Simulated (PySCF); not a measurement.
# Scandium: a sound run and one with changed settings

Sound run: Sc [Ar] 3d1 4s2, Sc⁺ [Ar] 3d1 4s1. Calculation: PySCF 2.14, in 6-31G*; no relativity, point nucleus. The sound run starts from symmetry-adapted Hartree-Fock orbitals and uses a fine grid where one is needed.

Changed run: radial step 0.5 in ln r (0.13 in the sound run). This setting is unsound on purpose.

```
species  method  sound run (hartree)  changed run (hartree)  converged
     Sc     UHF           -759.67571             -759.67571        yes
     Sc    BP86           -760.63526             -760.65492        yes
     Sc    MN15           -760.50680             -760.51966        yes
    Sc⁺     UHF           -759.47888             -759.47888        yes
    Sc⁺    BP86           -760.39425             -760.41449        yes
    Sc⁺    MN15           -760.26171             -760.27692        yes
```

Ionisation energy of Sc:

```
method  sound run (eV)  changed run (eV)
   UHF           5.356             5.356
  BP86           6.558             6.542
  MN15           6.669             6.605
```

A coarse radial grid mis-integrates the density and the exchange-correlation energy, with errors of either sign; Hartree-Fock needs no grid.

For comparison, NIST gives 6.561 eV between the lowest levels.
